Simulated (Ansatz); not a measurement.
`[OH][Sb]([OH])[SiH2]S` + `[SiH3]S` → `[SiH3]S[SiH2]S` + `[OH][SbH][OH]`  (cleavage of the Si–Sb bond)

Gas-phase electronic energies from Ansatz, PBE0-D4/def2-TZVP geometries. CCSD(T)/CBS adds triple-zeta CCSD(T) − MP2 to the extrapolated MP2 energy (def2 sets, frozen cores). Functionals use def2-TZVPP. B3LYP here is the variant with VWN-RPA as its local correlation; programs differ in this. def2 core potentials past Kr. For Sb outer-core shells are correlated without core-valence functions, which leaves a few kJ/mol of doubt a bond. One conformer a species, not always the lowest.

`[OH][Sb]([OH])[SiH2]S`:

```xyz
10

O    -0.251   -2.252    0.334
Sb    1.243   -1.002    0.659
O     0.415    0.090    2.056
Si    0.232    0.463   -1.259
S    -1.328    1.665   -0.385
H    -0.227   -2.999    0.938
H    -0.407    0.487    1.732
H    -0.428   -0.386   -2.280
H     1.229    1.356   -1.910
H    -0.478    2.578    0.115
```

`[SiH3]S`:

Z-matrix (Å, degrees):
```
Si
S 1 2.137
H 1 1.485 2 111.6
H 1 1.485 2 111.6 3 -122.0
H 1 1.482 2 104.8 3 119.0
H 2 1.344 1 94.7 3 60.9
```

`[SiH3]S[SiH2]S`:

Cartesian coordinates in Å:
```
Si 1.340 0.108 -1.086
S 0.782 -1.545 0.149
Si -0.819 -0.591 1.189
S -2.310 0.292 -0.061
H 2.766 -0.083 -1.443
H 0.517 0.170 -2.317
H 1.173 1.379 -0.330
H -1.486 -1.669 1.953
H -0.283 0.465 2.081
H -1.679 1.475 -0.135
```

`[OH][SbH][OH]`:

```xyz
6

O    -0.040   -1.088   -1.096
Sb   -0.711   -0.134    0.482
O     0.714    1.204    0.653
H    -0.529   -0.848   -1.887
H     0.137   -1.200    1.513
H     0.429    2.065    0.335
```

CCSD(T)/CBS gives -0.35 eV.

(1) Another level gave -0.34 eV. Which?
A. B3LYP-D4/def2-TZVPP
B. PBE/def2-TZVPP
C. r2SCAN-D4/def2-TZVPP
D. MP2/def2-TZVPP

Largest T1 diagnostic among the species: 0.015.

Results:

(1) C. r2SCAN-D4 -0.34, MP2/def2-TZVPP -0.41, B3LYP-D4 -0.29, PBE -0.24 eV.

From PBE to PBE0 (25 % exact exchange), in def2-TZVPP and without D4, ΔE moves by −0.06 eV.
